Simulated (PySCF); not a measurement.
Compound: C₇H₇BF₂S.
Structure used (PBE0-D3(BJ)/def2-SVP), in Å, numbered top down from 1:
```
atom  x, y, z in Å
C1    -3.290   -0.427    1.403
C2    -2.056    0.073    1.413
C3    -1.477    0.951    0.339
C4    -0.250    0.360   -0.286
C5    -0.134   -0.239   -1.523
C6     1.166   -0.737   -1.770
C7     2.042   -0.529   -0.721
B8     3.513   -0.941   -0.631
F9     4.114   -1.543   -1.643
F10    4.235   -0.718    0.454
S11    1.241    0.298    0.567
H12   -3.986   -0.222    0.583
H13   -3.652   -1.063    2.215
H14   -1.384   -0.164    2.247
H15   -2.224    1.124   -0.451
H16   -1.230    1.939    0.766
H17   -0.967   -0.313   -2.224
H18    1.467   -1.242   -2.689
```

Computed with PySCF at PBE0/pcSseg-1, non-relativistic, on one gas-phase PBE0-D3(BJ)/def2-SVP geometry that isn't relaxed in the solvent. The solvent is an IEF-PCM continuum (cavity from Bondi-type radii × 1.2). Specific hydrogen bonds and non-electrostatic terms are outside this model.

Gas phase at PBE0/pcSseg-1: HOMO -7.21 eV, LUMO -1.59 eV, dipole 3.17 D.

Question: What does the continuum do to the energy, the frontier levels and the dipole at PBE0/pcSseg-1 in chloroform and acetonitrile?

Answer: 
```csv
solvent,ε,E(solvent) − E(gas) (kcal/mol),polarisation term (kcal/mol),distortion of the solute (kcal/mol),HOMO (eV),LUMO (eV),dipole (D)
chloroform,4.711,-3.21,-3.46,0.25,-7.14,-1.55,3.74
acetonitrile,35.69,-4.48,-4.97,0.49,-7.14,-1.56,3.95
```

The polarisation term is half the interaction of the solute with the surface charges that it induces; the rest is the cost of distorting the solute's density. The sum is the electrostatic part of solvation alone. From chloroform to acetonitrile the lowering changes by a factor 1.40, Onsager's factor (ε − 1)/(2ε + 1) by 1.35 and ε itself by 7.6.

Question: Which radius a makes the point-dipole formula ΔE = −[(ε − 1)/(2ε + 1)]·μ²/a³ give the value in acetonitrile, with the gas-phase dipole?

Answer: μ = 1.248 au and |ΔE| = 0.00714 Eh give a = 2.49 Å; the farthest nucleus lies 4.74 Å from the centroid of the nuclei, so such a sphere wouldn't even hold the nuclei. The formula assumes a rigid point dipole at the centre of a sphere.

Question: Give the dipole vector in the frame of the coordinates (D, pointing from negative to positive charge), gas and acetonitrile.

Answer: Gas (-3.07, 0.69, -0.42), solvent (-3.78, 0.94, -0.67). Its length changes by +25 % and its direction by 2°.

Question: Which IAO charges (PBE0/pcSseg-1) respond most in acetonitrile (means over atoms taken as equivalent)?

Answer: 
```tsv
atoms	environment	gas (e)	solvent (e)	change
H17	aromatic hydrogen	+0.160	+0.174	+0.014
C1	terminal =CH2 carbon	-0.311	-0.324	-0.013
H15/H16	methylene hydrogen	+0.156	+0.166	+0.010
H18	aromatic hydrogen	+0.168	+0.178	+0.010
C7	substituted aromatic carbon	-0.357	-0.367	-0.010
S11	thiophene-type sulfur	+0.358	+0.349	-0.009
```

Question: Which Mayer bond orders change most in acetonitrile?

Answer: 
```tsv
bond	length (Å)	gas	solvent	change
C6–C7	1.383	1.509	1.495	-0.014
C7–S11	1.728	1.128	1.116	-0.012
B8–F9	1.322	1.114	1.103	-0.011
C7–B8	1.530	0.951	0.962	+0.011
B8–F10	1.322	1.109	1.098	-0.011
C3–H15	1.100	0.948	0.941	-0.007
C3–H16	1.105	0.924	0.918	-0.006
C4–C5	1.379	1.503	1.497	-0.006
```

Question: How do the nuclear quadrupole coupling constants eQVzz/h respond in acetonitrile?

Answer: 
```
   nucleus  Q (barn)  gas (MHz)  solvent (MHz)  η gas  η solvent
 11B at B8   0.04059       3.16           3.15   0.64       0.67
33S at S11  -0.06781     -28.47         -28.38   0.49       0.49
```

Hardware: an Arm Neoverse N1 with one thread, shared host. Cost: 82 s of wall time, 1.3 GiB resident at most. This is the whole shielding run at PBE0/pcSseg-1 in acetonitrile, SCF included.
